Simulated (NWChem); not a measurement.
Species: NbClF₄; SMILES [F][Nb]([F])([F])([F])[Cl]

```xyz
6

Nb     0.0000     0.0000    -0.2033
F      0.0000     1.7715    -0.7345
F      1.7715     0.0000    -0.7345
F     -1.7715     0.0000    -0.7345
F      0.0000    -1.7715    -0.7345
Cl     0.0000     0.0000     2.0457
```
Atoms are numbered in this order, from 1.

Computed with NWChem. Structure relaxed at the PBE0/def2-SVP level. Not confirmed as a minimum by frequencies. def2 effective core potentials on Nb; no spin-orbit coupling.

Task: Predict the results for PBE/def2-SVP. Quantities: highest occupied level (eV); orbital gap (eV); dipole (D).

Result: 
```yaml
highest occupied level (eV): -9.31
orbital gap (eV): 5.46
dipole (D): 1.09
```
